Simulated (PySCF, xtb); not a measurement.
BeO, SMILES [Be]=[O].

GFN2-xTB in xtb at its own geometry gives an orbital gap of 4.23 eV and a dipole moment of 6.24 D.

Geometry: B3LYP-D3(BJ)/def2-TZVPD.

Task: What does PySCF with PBE/def2-TZVPD give? (Estimate from the structure and the level; the computed values follow.)

Result: gap 1.38 eV (levels -6.18 and -4.79 eV), dipole 5.98 D.
